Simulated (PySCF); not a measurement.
Structure with atom numbers: `[O:1]=[C:2]([c:3]1[cH:4][cH:5][cH:6][cH:7][cH:8]1)[CH:9]1[CH2:10][CH2:11]1`. Each H is labelled by its parent atom. Ha(C10), Ha(C11) are cis to C2 on the ring; Hb(C10), Hb(C11) are trans to C2 on the ring.

Geometry: PBE0-D3(BJ)/def2-SVP; GIAO shifts from PySCF 2.14.0 with density-fitted response routines, gas phase, non-relativistic, averaged over equivalent atoms.

At PBE0/pcSseg-1 (237 basis functions):
```
          atoms  δ (ppm)
             O1    567.1
             C2    201.9
             C3    139.7
             C6    138.9
          C4/C8    134.4
          C5/C7    133.7
             C9     16.2
        C10/C11     14.6
    H(C4)/H(C8)     8.36
          H(C6)     7.66
    H(C5)/H(C7)     7.61
          H(C9)     2.50
Ha(C10)/Ha(C11)     1.29
Hb(C10)/Hb(C11)     0.93
```

Shifts are taken against calculated references (same method and geometry level): $^{17}$O (σref 334.56) vs H2O; $^{13}$C (σref 184.41) and $^{1}$H (σref 31.27) vs TMS.

Problem. What do these become at mPW1PW91/pcSseg-2?

Solution. 
```csv
atoms,δ at mPW1PW91/pcSseg-2,change
O1,557.5,-9.6
C2,208.8,+6.9
C3,146.0,+6.3
C6,143.0,+4.1
C4/C8,139.1,+4.7
C5/C7,137.7,+4.0
C9,17.5,+1.3
C10/C11,15.0,+0.4
H(C4)/H(C8),8.55,+0.19
H(C6),7.77,+0.11
H(C5)/H(C7),7.69,+0.08
H(C9),2.82,+0.32
Ha(C10)/Ha(C11),1.36,+0.07
Hb(C10)/Hb(C11),0.92,-0.01
```

Scale: H2O for $^{17}$O (σref 327.10); $^{13}$C (σref 183.53), $^{1}$H (σref 31.29) against TMS (reference shieldings calculated alike).

The largest change is at O1 (ketone oxygen). Cost: 536 basis functions. The order of the carbon signals is the same at both levels.

Unscaled 17O shifts of doubly bonded oxygen tend to come out too high, by tens of ppm or more. Experimental scales use liquid or dissolved standards, which lie at an offset from isolated H2O (liquid H2O: subtract about 36 ppm).
